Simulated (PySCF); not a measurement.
## WN(OH)₂ + HF → WO₂F + NH₃

Level: PBE0 in the def2-TZVP basis family, computed in PySCF with density fitting; scalar-relativistic core potentials for atoms from Rb on, none lighter, no spin–orbit coupling; open shells unrestricted.

| species | state and structure | ZPE (kJ/mol) | H(298 K) − H(0) (kJ/mol) | S° (J/(mol K)) |
| --- | --- | --- | --- | --- |
| WN(OH)₂ | doublet, Cs, O–H 0.960 Å (×2), W–N 1.664 Å, W–O 1.892 Å (×2); H–O–W 123.7° (×2), N–W–O 109.2° (×2), O–W–O 128.3° | 80.1 | 16.7 | 327.3 |
| HF | singlet, C∞v, H–F 0.920 Å | 24.9 | 8.7 | 173.6 |
| WO₂F | doublet, Cs, W–F 1.867 Å, W–O 1.699 Å (×2); F–W–O 119.7° (×2), O–W–O 110.0° | 20.6 | 14.6 | 317.0 |
| NH₃ | singlet, C3v, N–H 1.013 Å (×3); H–N–H 107.1° (×3) | 90.6 | 10.0 | 192.4 |

(1) Is the gas-phase reaction uphill or downhill in electronic energy at this level, and by how much?

(2) Add zero-point, thermal and entropy terms for 298.15 K and 1 bar.

Results:

(1) At PBE0/def2-TZVP, ΔE = -162.2 kJ/mol, downhill. 

(2) ΔZPE = 6.2 and Δ[H(298) − H(0)] = -0.8 kJ/mol give ΔH° = -156.8 kJ/mol. ΔS° = 8.5 J/(mol K), so ΔG° = -156.8 − 298.15 × (0.0085) = -159 kJ/mol.

Spin–orbit coupling can matter for WN(OH)₂, WO₂F and is left out. Open d or f shells are single determinants, so the state found may not be the ground state. The structures come from searches over a few start shapes, so lower isomers are not excluded.
